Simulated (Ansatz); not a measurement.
Consider the ligand exchange at the Si–O bond: `[OH][Al]([Cl])[O][SiH3]` + `C[SiH2]O` → `C[SiH2]O[SiH3]` + `[OH][Al]([OH])[Cl]`.

Gas-phase electronic energies from Ansatz, PBE0-D4/def2-TZVP geometries. CCSD(T)/CBS is the MP2 limit (def2-TZVPP, def2-QZVPP) plus CCSD(T) − MP2 in def2-TZVPP, frozen cores. This one scheme is used for every species. DFT in def2-TZVPP. One conformer a species, not always the lowest.

Problem. Is it downhill or uphill in electronic energy at CCSD(T)/CBS, and by how much? (Best estimate.)

Solution. Ansatz gave: Nearly level: ΔE = +1.0 kJ/mol.

Problem. What do these levels give: LDA (SPW92), B97M-V, PBE0-D4, ωB97M-V, B2PLYP, PBE-QIDH, PBE, r2SCAN, PBE0, HF/def2-TZVPP, MP2/def2-TZVPP, SCS-MP2/def2-QZVPP? (Best estimate.)

Solution. Computed: LDA (SPW92) -0.4, B97M-V 1.7, PBE0-D4 0.1, ωB97M-V 0.6, B2PLYP 1.2, PBE-QIDH 1.2, PBE 0.1, r2SCAN 0.4, PBE0 0.9, HF/def2-TZVPP 3.3, MP2/def2-TZVPP 0.8, SCS-MP2/def2-QZVPP 1.0 kJ/mol.

Largest T1 diagnostic among the species: 0.011.

At CCSD(T), def2-SVP lies +4.8 kJ/mol from the extrapolated value and def2-TZVPP +0.5 kJ/mol. Leaving LDA and LC-ωPBE aside and taking each functional with its dispersion term where it has one, the values, not all of them listed here, spread over 4.2 kJ/mol, from revPBE-D4 to B97M-V.
